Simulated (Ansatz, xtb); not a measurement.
Reaction R1 + R2 → P1, each structure at its B3LYP-D3(BJ)/def2-SVP stationary point, reached from a drawn start (curvature not checked).
R1: C2H4 (SMILES C=C), charge 0, multiplicity 1.
R2: CrH2O4 (SMILES [O]=[Cr](=[O])([OH])[OH]), charge 0, multiplicity 1.
P1: C2H6CrO4 (SMILES CC[O][Cr](=[O])(=[O])[OH]), charge 0, multiplicity 1.

P less R. No zero-point or thermal terms; no spin–orbit coupling. One arrangement of each flexible species, with no search for the lowest.

Run with Ansatz (a first-principles code) with Gaussian orbitals; xtb for the GFN methods. Each number belongs to the level named beside it.

Problem. Estimate the reaction energy that PBE/def2-TZVPP returns for this input.

Solution. -0.92 eV

Problem. Estimate the reaction energy that GFN2-xTB returns for this input.

Solution. -1.98 eV

Problem. What reaction energy does GFN1-xTB give?

Solution. -2.05 eV
